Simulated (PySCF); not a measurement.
## Solvent effects on NMR parameters

Atom-mapped SMILES (the numbers label the heavy atoms): `[SiH3:1][CH2:2][SiH:3]1[CH2:4][CH2:5][O:6][CH2:7][CH2:8]1`. Each H is labelled by its parent atom. Ha(C4), Ha(C5), Ha(C7), Ha(C8) are cis to C2 on the ring; Hb(C4), Hb(C5), Hb(C7), Hb(C8) are trans to C2 on the ring.

GIAO PBE0/pcSseg-1 in PySCF 2.14 on one PBE0-D3(BJ)/def2-SVP conformer, non-relativistic, equivalent nuclei averaged. Solvents enter as an IEF-PCM continuum (chloroform with ε = 4.7, tetrahydrofuran with ε = 7.4) around the gas-phase geometry. Shifts are referred to TMS computed in the same medium.

Gas phase, δ in ppm: Si3 -21.5, Si1 -70.9, C5/C7 69.3, C4/C8 14.9, C2 -10.1, Ha(C5)/Ha(C7) 4.23, H(Si3) 4.19, H(Si1) 3.94, Hb(C5)/Hb(C7) 3.19, Ha(C4)/Ha(C8) 0.78, Hb(C4)/Hb(C8) 0.56, H(C2) -0.26. Dipole moment 0.89 D.

Q: How does each δ change in the continuum?

A: 
| atoms | environment | Δδ, chloroform | Δδ, tetrahydrofuran |
| --- | --- | --- | --- |
| Si3 | silicon bonded to 3 C, H, in a 6-membered ring | +0.5 | +0.6 |
| Si1 | silicon bonded to C, 3 H | +0.6 | +0.7 |
| C5/C7 | sp3 CH2 bonded to O | +0.7 | +0.8 |
| C4/C8 | sp3 CH2 bonded to Si | +0.4 | +0.5 |
| C2 | sp3 CH2 bonded to 2 Si | +0.2 | +0.2 |
| Ha(C5)/Ha(C7) | hydrogen on an sp3 CH2 bonded to O | 0.00 | 0.00 |
| H(Si3) | hydrogen on a silicon bonded to 3 C, in a 6-membered ring | -0.11 | -0.12 |
| H(Si1) | hydrogen on a silicon bonded to C | -0.07 | -0.08 |
| Hb(C5)/Hb(C7) | hydrogen on an sp3 CH2 bonded to O | +0.10 | +0.11 |
| Ha(C4)/Ha(C8) | hydrogen on an sp3 CH2 bonded to Si | +0.04 | +0.04 |
| Hb(C4)/Hb(C8) | hydrogen on an sp3 CH2 bonded to Si | +0.10 | +0.12 |
| H(C2) | hydrogen on an sp3 CH2 bonded to 2 Si | +0.15 | +0.18 |

Changes are relative to the gas phase. The dipole moment becomes 1.10 D in chloroform, 1.14 D in tetrahydrofuran.

Q: Which nuclei move most (in ppm), and what does the model miss?

A: Si1 (silicon bonded to C, 3 H, +0.7 ppm) and C5/C7 (sp3 CH2 bonded to O, +0.8 ppm) in tetrahydrofuran. A continuum only polarises the solute; specific hydrogen bonds, the anisotropy of aromatic solvents and changes of geometry or conformer are outside it.
